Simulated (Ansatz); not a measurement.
Program: Ansatz 0.2.0.

Basis-set series for Cl2F2SW, SMILES `[F][W]([F])(=[S])([Cl])[Cl]`. Charge 0, multiplicity 1. W: def2 effective core potential. The structure was optimised at the PBE0-D4/def2-TZVP level.

```csv
functional,basis,functions,energy (Eh),HOMO (eV),LUMO (eV)
PBE0-D4,def2-SVP,114,-1584.40367,-9.15,-4.34
PBE0-D4,def2-TZVPP,244,-1585.13009,-9.05,-4.19
ωB97M-V,def2-SVP,114,-1584.82680,-11.17,-2.17
ωB97M-V,def2-TZVPP,244,-1585.55336,-11.12,-2.06
```

Q: Give the rows for def2-QZVPP. (Best estimate.)

A: The calculation gave: 
| functional | basis | functions | energy (Eh) | HOMO (eV) | LUMO (eV) |
| --- | --- | --- | --- | --- | --- |
| PBE0-D4 | def2-QZVPP | 405 | -1585.18050 | -9.06 | -4.21 |
| ωB97M-V | def2-QZVPP | 405 | -1585.60112 | -11.13 | -2.09 |
